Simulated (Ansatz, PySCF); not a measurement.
Reaction (SMILES): [SiH3][SiH3] + [H][H] (H2) -> 2 [SiH4] (SiH4)
Structures are relaxed separately at B3LYP-D3(BJ)/def2-TZVP in Ansatz (a program for electronic structure).
Geometry of the first species:
SMILES: [SiH3][SiH3]
```xyz
8

Si     0.0002    -0.0110     1.1721
Si    -0.0002     0.0110    -1.1721
H     -0.0004     1.3752     1.6997
H     -1.2040    -0.7120     1.6803
H      1.2055    -0.7108     1.6798
H      0.0004    -1.3752    -1.6997
H     -1.2055     0.7108    -1.6798
H      1.2040     0.7120    -1.6803
```
Charge 0, spin multiplicity 1.

Property: energy of full hydrogenation (electronic energy difference), in kcal/mol. Valence correlation only, unless marked. Spin-orbit coupling is left out. No relativistic terms. Basis-set limits of correlation are two-point, X^-3; Hartree-Fock from the larger set. The bracket is a focal-point correction in the basis named.

```json
[
 {"level": "revPBE-D4/def2-TZVPD", "program": "Ansatz + dftd4", "energy of full hydrogenation (kcal/mol)": "-0.7"},
 {"level": "PBE0/6-31G*", "program": "Ansatz", "energy of full hydrogenation (kcal/mol)": "-3.3"},
 {"level": "PW6B95/def2-TZVPD", "program": "PySCF", "energy of full hydrogenation (kcal/mol)": "-4.8"},
 {"level": "HSE06-D4/def2-TZVPD", "program": "Ansatz + dftd4", "energy of full hydrogenation (kcal/mol)": "[?]"},
 {"level": "RPA@PBE/cc-pV(Q+d)Z", "program": "Ansatz", "energy of full hydrogenation (kcal/mol)": "[?]"},
 {"level": "RI-MP2/CBS(def2-TZVPPD,def2-QZVPPD)+[CCSD(T)-MP2]/def2-TZVPPD", "program": "Ansatz", "energy of full hydrogenation (kcal/mol)": "[?]"}
]
```

Some entries are withheld; supply them.


- HSE06-D4/def2-TZVPD, energy of full hydrogenation (kcal/mol): -2.5
- RPA@PBE/cc-pV(Q+d)Z, energy of full hydrogenation (kcal/mol): -5.6
- RI-MP2/CBS(def2-TZVPPD,def2-QZVPPD)+[CCSD(T)-MP2]/def2-TZVPPD, energy of full hydrogenation (kcal/mol): -4.5
